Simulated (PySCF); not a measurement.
## Polarisability and C₆ of Mo²⁺ (molybdenum, charge +2)

[Kr] 4d4, high-spin 5D determinant. Computed with PySCF 2.14 in aug-cc-pwCVDZ-PP with ECP28MDF (6s6p5d3f, 70 functions), with a scalar-relativistic core potential. Coupled (time-dependent) response in atomic units; α is the mean over directions. A double-zeta set is small for polarisabilities.

| method | mean α (bohr³) | α xx, yy, zz | C₆ (like pair) | S(−4) |
| --- | --- | --- | --- | --- |
| UHF | 9.226 | 8.659, 8.659, 10.36 | 48.75 | 30.42 |
| PBE | 10.55 | 10.01, 10.01, 11.62 | 56.33 | 47.32 |
| PBE0 | 10.03 | 9.486, 9.486, 11.12 | 53.38 | 39.92 |
| PBEsol | 10.64 | 10.10, 10.10, 11.74 | 57.10 | 47.72 |

S(−4) is the Cauchy moment in α(ω) = α(0) + S(−4) ω² + …

Spin-orbit coupling is absent.

α(iu) at PBE0:

```tsv
u (hartree)	α(iu) (bohr³)
0	10.03
0.0500	9.931
0.100	9.657
0.200	8.787
0.300	7.810
0.500	6.155
0.750	4.700
1.00	3.691
1.50	2.423
2.00	1.691
3.00	0.9343
5.00	0.3925
```

For an ion, C₆ is the dispersion term alone; charge-induced terms of lower order in 1/R come first.

The components differ because the open shell of this determinant is not spherical; for a pure term their mean is the scalar polarisability.

Energies and moments cover only the electrons outside the core potential.
